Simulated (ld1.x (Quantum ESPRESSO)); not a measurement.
The numbers below are computed, except where a source is named.
## Potentials for N (Z = 7) compared

Generated with ld1.x 7.5 (TM, RRKJ, ultrasoft, PAW), atompaw 4.2 or ONCVPSP 4.0.1. The cutoff is in Ry: for ld1.x and atompaw files where the sum of valence levels is converged to 10 mRy in a Bessel basis, for ONCV files where the hardest occupied wave has 1 mHa per electron of residual kinetic energy. The error is the largest all-electron minus pseudo excitation energy over each file’s own four to seven test configurations (ionisations up to +4, promotions, holes and added fractions of an electron), all of which were solved. The labels leave out finer settings (local radius, basis sizes, second energies), which also bear on the numbers. Spin-polarised tests are not counted. The rows are a selection from randomly drawn settings: files with unsolved tests, undetermined cutoffs or missed reference levels are left out.

```tsv
potential	cutoff (Ry)	largest error (meV)	bound ghosts
RRKJ, PW91, scalar-relativistic, rc 0.70/1.60 (sp), local smoothed, core correction yes, reference 2s1.75 2p3.25	260	+1632	none
RRKJ, LDA (PZ), scalar-relativistic, rc 0.85/1.15/1.15 (spd), local smoothed, core correction no, reference 2s1.5 2p3.5	80	+396	none
ultrasoft, PBE, scalar-relativistic, rc 1.10/1.65/1.30 (spd), local smoothed, core correction yes, reference 2s2 2p2.5	25	+448	none
TM, LDA (PZ), scalar-relativistic, rc 0.95/1.85/1.60 (spd), local p, core correction yes, reference 2s2 2p1	55	+517	none
TM, revPBE, scalar-relativistic, rc 0.84/2.02/1.90 (spd), local d, core correction yes, reference 2s2 2p1	60	+827	none
ultrasoft, PBE, scalar-relativistic, rc 1.20/1.95 (sp), local smoothed, core correction no, reference 2s2 2p3	18	+576	none
TM, PBE, scalar-relativistic, rc 0.80/1.05/1.00 (spd), local s, core correction no, reference 2s2 2p0	70	+785	none
```

Fill in the row for N: RRKJ, Wu–Cohen, scalar-relativistic, rc 0.75/1.30 (sp), local smoothed, core correction no, reference 2s1 2p4.

cutoff 140 Ry, largest error +527 meV, bound ghosts: none.
